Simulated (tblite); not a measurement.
Species: C5H10O2P (charge -1).
Cartesian coordinates in Å at the GFN2-xTB level; atoms count from 1:
```xyz
18
C5H10O2P angstrom
C      2.0860    0.3402    0.3604
C      1.7117   -0.7699   -0.5993
P     -0.0782   -1.2898   -0.4165
O     -0.3697   -2.3787   -1.3923
O     -0.3824   -1.5084    1.0260
C     -0.9092    0.2696   -0.9862
C     -1.4041    1.2161    0.0554
C     -2.3638    0.3147   -0.6483
H      1.7419    0.0691    1.3559
H      1.5975    1.2704    0.0754
H      3.1664    0.5080    0.3905
H      2.2864   -1.6764   -0.3829
H      1.9118   -0.4916   -1.6365
H     -0.6003    0.6707   -1.9455
H     -1.4278    2.2781   -0.1650
H     -1.1626    0.9756    1.0801
H     -2.7451   -0.5314   -0.0932
H     -3.0672    0.7401   -1.3545
```

The geometry is computed with GFN2-xTB (gas phase).

Take the most abundant isotopes and a rigid rotor. The values belong to one conformer with, in the numbering `[CH3:1][CH2:2][P@@:3](=[O:4])([O-:5])[CH:6]1[CH2:7][CH2:8]1`, C1–C2–P3–O4 180°, C2–P3–C6–C7 -99°.

Problem. Give the principal moments of inertia and the rotational constants in GHz.

Solution. Ia = 226.43, Ib = 313.39, Ic = 413.22 u·Å²; 505379 MHz·u·Å²/I gives 2232, 1613 and 1223 MHz, that is A = 2.2319, B = 1.6126, C = 1.2230 GHz.

Problem. What kind of rotor is it?

Solution. An asymmetric top. Ray's parameter κ = (2B − A − C)/(A − C) = -0.228; −1 is the prolate and +1 the oblate limit.

Problem. Is it planar, by Δ = Ic − Ia − Ib?

Solution. Not planar: Δ = Ic − Ia − Ib = -126.61 u·Å². For a rigid frame Δ = −2 Σ m c², so Σ m c² = 63.30 u·Å² lies off the ab plane: 9.89 from hydrogen and 53.41 from heavier atoms. The atom farthest from that plane is 1.78 Å away.

Problem. Give the other two planar moments, Paa and Pbb, and the rms extents of the mass along the axes.

Solution. Paa = Σ m a² = (Ib + Ic − Ia)/2 = 250.09 and Pbb = Σ m b² = (Ia + Ic − Ib)/2 = 163.13 u·Å². With the mass M = 133.04 u, the rms extents √(P/M) along a, b and c are 1.37, 1.11, 0.69 Å.

Problem. List the rotational levels J(Ka,Kc) to J = 4 (MHz).

Solution. Above 0(0,0):
J = 1: 1(0,1) 2836, 1(1,1) 3455, 1(1,0) 3845
J = 2: 2(0,2) 8373, 2(1,2) 8737, 2(1,1) 9905, 2(2,1) 11763, 2(2,0) 11898
J = 3: 3(0,3) 16422, 3(1,3) 16586, 3(1,2) 18892, 3(2,2) 20270, 3(2,1) 20862, 3(3,1) 24414, 3(3,0) 24445
J = 4: 4(0,4) 26888, 4(1,4) 26949, 4(1,3) 30644, 4(2,3) 31505, 4(2,2) 32968, 4(3,2) 35957, 4(3,1) 36158, 4(4,1) 41489, 4(4,0) 41495

Problem. Estimate the classical rotational partition function at 50 K, 298.15 K and 500 K.

Solution. Point group C1, symmetry number σ = 1; q = (√π/σ)·√((kT/h)³/(ABC)), k/h = 20836.6 MHz/K: 28400 at 50 K, 414000 at 298.15 K, 898000 at 500 K.

Its GFN2-xTB frequencies are all real (lowest 57 cm⁻¹). Constants of a rigid frame at the computed geometry: no zero-point averaging, no centrifugal distortion.
